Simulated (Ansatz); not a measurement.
Reaction (atomization): `CSCc1ccccc1` → 8 C• + 10 H• + S•

Program: Ansatz. Geometries: PBE0-D4/def2-TZVP. ΔE: electronic, gas phase. CCSD(T)/CBS adds triple-zeta CCSD(T) − MP2 to the extrapolated MP2 energy (def2 sets, frozen cores). This one scheme is used for every species, atoms too. For atomizations the MP2-based limit and the directly extrapolated one differ by several kJ/mol either way, and by 10 to 25 for some Ge, Se and Sn compounds, so smaller differences from it don't rank the levels. Functionals use def2-TZVPP. Open shells (•) are unrestricted, without spin–orbit coupling. Spin–orbit coupling would lower the free atoms: a little for C, S. Each species was taken in one conformer, which may not be the lowest.

`CSCc1ccccc1`:

Cartesian coordinates in Å:
```
C 1.105 -1.907 1.649
S 0.407 -2.696 0.197
C 0.682 -1.393 -1.031
C 0.006 -0.098 -0.701
C -1.384 -0.005 -0.679
C -2.006 1.190 -0.364
C -1.248 2.313 -0.059
C 0.135 2.230 -0.072
C 0.755 1.030 -0.392
H 0.971 -2.600 2.480
H 0.585 -0.975 1.878
H 2.172 -1.713 1.521
H 0.292 -1.813 -1.961
H 1.756 -1.243 -1.162
H -1.977 -0.887 -0.898
H -3.088 1.248 -0.356
H -1.736 3.249 0.190
H 0.735 3.101 0.168
H 1.839 0.969 -0.404
```

CCSD(T)/CBS gives +2012.2 kcal/mol.

Task: Another level gave +2083.2 kcal/mol. Which?
A. r2SCAN0-D4/def2-TZVPP
B. r2SCANh-D4/def2-TZVPP
C. PBE-D4/def2-TZVPP
D. revPBE-D4/def2-TZVPP

Result: C. PBE-D4 2083.2, revPBE-D4 2035.3, r2SCANh-D4 2020.2, r2SCAN0-D4 2004.5 kcal/mol.

Largest T1 diagnostic among the species: 0.010.

From BLYP to BHLYP (50 % exact exchange), in def2-TZVPP and without D4, ΔE moves by −41.5 kcal/mol: exact exchange takes away binding that semilocal exchange gives to molecules. The D4 term adds +21.3 kcal/mol with B3LYP and +11.5 kcal/mol with PBE0; it sums over pairs of atoms, weighted by their polarisabilities, and B3LYP, whose exchange is more repulsive, gets the larger term. In def2-TZVPP, CCSD(T) changes the Hartree–Fock value by +470.4 kcal/mol (the triples alone add +35.8 kcal/mol) and MP2 by +518.8 kcal/mol; breaking electron pairs costs correlation energy, which Hartree–Fock lacks.

B3LYP here is the variant with VWN-RPA as its local correlation; programs differ in this.
